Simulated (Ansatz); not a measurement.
C2H6F2SSi (SMILES CS[Si](C)(F)F), singlet, geometry from GFN2-xTB; MP2/def2-SV(P) (Ansatz, a quantum-chemistry and plane-wave program).

The Ansatz input:
Ansatz 0.2 input:
```yaml
crystal:
  periodic: [false, false, false]
  atoms:
    - {symbol: C, position_ang: [2.02535527, -1.23734821, -0.38463950]}
    - {symbol: S, position_ang: [1.27774491, -0.15328022, 0.88316520]}
    - {symbol: Si, position_ang: [-0.58555379, 0.27040463, -0.05351464]}
    - {symbol: C, position_ang: [-1.89238265, -1.08520445, -0.03797799]}
    - {symbol: F, position_ang: [-1.15098695, 1.62097472, 0.58293387]}
    - {symbol: F, position_ang: [-0.30269963, 0.71478343, -1.57037132]}
    - {symbol: H, position_ang: [1.48841031, -2.17904843, -0.42758750]}
    - {symbol: H, position_ang: [2.00868456, -0.73967369, -1.34805116]}
    - {symbol: H, position_ang: [3.04956704, -1.41057125, -0.07312632]}
    - {symbol: H, position_ang: [-2.79910864, -0.73864900, -0.52607017]}
    - {symbol: H, position_ang: [-2.15089508, -1.37468559, 0.97648269]}
    - {symbol: H, position_ang: [-1.55748013, -1.97706104, -0.56044399]}
basis:
  gaussian:
    orbitals: def2-SV_P_.json
magnetization: {spin_polarized: false}
correlation: {method: mp2}
```
The basis file holds def2-SV(P) in the JSON format of the Basis Set Exchange.

What the program printed (banner, timings and long lists left out):

```
Functional definition: HF
1057 factors; integrals over basis functions are off by at most 9.2e-4 eV
mean field evaluation 1: about -26235.6164 eV, gradient 3.9e1 eV
mean field evaluation 2: about -26236.1014 eV, gradient 3.9e1 eV
mean field evaluation 4: about -26239.4620 eV, gradient 3.4e0 eV
mean field evaluation 8: about -26239.5187 eV, gradient 1.7e-1 eV
mean field evaluation 16: about -26239.5189 eV, gradient 8.8e-7 eV
mean field -26239.51885416 eV, -964.2845321058 hartree, gradient 8.8e-7 eV, S^2 0.000000; 0 other end points of the search recorded, 0 dependent functions left out
14 core orbitals not correlated
reference -26239.51885416 eV, -964.2845321058 hartree; 19, 19 occupied and 71, 71 virtual orbitals, 1057 factors
second order -22.72743534 eV of doubles, -0.00000000 eV of singles
Total energy: -26262.24628950 eV, -965.1197499492 hartree
```
